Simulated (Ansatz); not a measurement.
Geometry optimisation, RKS PBE0/def2-SVP (Ansatz).

input.yaml

```yaml
crystal:
  periodic: [false, false, false]
  atoms:
    - { symbol: Hf, position_ang: [-0.018412, 0.191388, -0.127042] }
    - { symbol: Cl, position_ang: [-0.149146, 0.23478, 2.351792] }
    - { symbol: Cl, position_ang: [2.102968, 0.630476, -1.020009] }
    - { symbol: "N", position_ang: [-1.022666, 1.797267, -0.722946] }
    - { symbol: H, position_ang: [-2.035927, 1.869412, -0.802053] }
    - { symbol: H, position_ang: [-0.601341, 2.688907, -0.978213] }
    - { symbol: Cl, position_ang: [-1.295255, -1.566069, -1.035461] }
    - { symbol: O, position_ang: [1.423503, -2.392778, 1.226672] }
    - { symbol: H, position_ang: [0.834541, -3.142966, 1.083756] }
    - { symbol: H, position_ang: [1.101434, -1.993216, 2.066203] }
basis:
  gaussian: { orbitals: def2-SVP }
hamiltonian:
  xc: pbe0
relax:
  f_tol: 0.03
  max_steps: 50
```

Launched with:

```bash
$ ansatz run input.yaml --threads 4 --pin off --max-ram 5120MiB --backend cpu --events-out ev --progress --plain --runs-dir out
```

Question: Where does it end, and by what steps?

Answer: The run converged. The force dipped under the threshold on the way, but the program's further checks kept it going. After 26 steps the energy has fallen by 0.514 eV; O8 moved furthest, 0.65 Å. Joined: Hf1–O8 (3.25 → 2.38 Å).

```json
{"step": "0", "energy less start (eV)": "0.0000", "largest force component (eV/Å)": "1.314", "accepted": "yes"}
{"step": "1", "energy less start (eV)": "-0.1340", "largest force component (eV/Å)": "1.116", "accepted": "yes"}
{"step": "2", "energy less start (eV)": "-0.2665", "largest force component (eV/Å)": "1.508", "accepted": "yes"}
{"step": "3", "energy less start (eV)": "-0.4171", "largest force component (eV/Å)": "1.637", "accepted": "yes"}
{"step": "4", "energy less start (eV)": "-0.4568", "largest force component (eV/Å)": "1.004", "accepted": "yes"}
{"step": "5", "energy less start (eV)": "-0.4780", "largest force component (eV/Å)": "0.635", "accepted": "yes"}
{"step": "6", "energy less start (eV)": "-0.4775", "largest force component (eV/Å)": "0.517", "accepted": "no"}
{"step": "7", "energy less start (eV)": "-0.4893", "largest force component (eV/Å)": "0.292", "accepted": "yes"}
{"step": "8", "energy less start (eV)": "-0.5033", "largest force component (eV/Å)": "0.218", "accepted": "yes"}
{"step": "9", "energy less start (eV)": "-0.5082", "largest force component (eV/Å)": "0.052", "accepted": "yes"}
{"step": "10", "energy less start (eV)": "-0.5052", "largest force component (eV/Å)": "0.441", "accepted": "no"}
{"step": "11", "energy less start (eV)": "-0.5095", "largest force component (eV/Å)": "0.034", "accepted": "yes"}
{"step": "12", "energy less start (eV)": "-0.5107", "largest force component (eV/Å)": "0.009", "accepted": "yes"}
{"step": "13", "energy less start (eV)": "-0.5068", "largest force component (eV/Å)": "0.476", "accepted": "no"}
{"step": "14", "energy less start (eV)": "-0.5112", "largest force component (eV/Å)": "0.028", "accepted": "yes"}
{"step": "15", "energy less start (eV)": "-0.5092", "largest force component (eV/Å)": "0.208", "accepted": "no"}
{"step": "16", "energy less start (eV)": "-0.5117", "largest force component (eV/Å)": "0.046", "accepted": "yes"}
{"step": "17", "energy less start (eV)": "-0.5120", "largest force component (eV/Å)": "0.083", "accepted": "yes"}
{"step": "18", "energy less start (eV)": "-0.5120", "largest force component (eV/Å)": "0.179", "accepted": "yes"}
{"step": "19", "energy less start (eV)": "-0.5126", "largest force component (eV/Å)": "0.134", "accepted": "yes"}
{"step": "20", "energy less start (eV)": "-0.5127", "largest force component (eV/Å)": "0.091", "accepted": "yes"}
{"step": "21", "energy less start (eV)": "-0.5134", "largest force component (eV/Å)": "0.059", "accepted": "yes"}
{"step": "22", "energy less start (eV)": "-0.5134", "largest force component (eV/Å)": "0.041", "accepted": "no"}
{"step": "23", "energy less start (eV)": "-0.5136", "largest force component (eV/Å)": "0.025", "accepted": "yes"}
{"step": "24", "energy less start (eV)": "-0.5141", "largest force component (eV/Å)": "0.035", "accepted": "yes"}
{"step": "25", "energy less start (eV)": "-0.5122", "largest force component (eV/Å)": "0.400", "accepted": "no"}
{"step": "26", "energy less start (eV)": "-0.5144", "largest force component (eV/Å)": "0.020", "accepted": "yes"}
```

```xyz
10
Properties=species:S:1:pos:R:3
Hf 0.137 0.045 0.059
Cl 0.133 0.562 2.395
Cl 2.257 0.524 -0.867
N -0.978 1.557 -0.639
H -1.863 1.466 -1.133
H -0.769 2.548 -0.524
Cl -1.236 -1.625 -0.973
O 0.975 -1.975 1.003
H 0.558 -2.812 0.764
H 1.127 -1.973 1.958
```

Run time: 75 s on 4 threads of Arm Neoverse V2, on a shared host, peak memory 0.38 GiB.
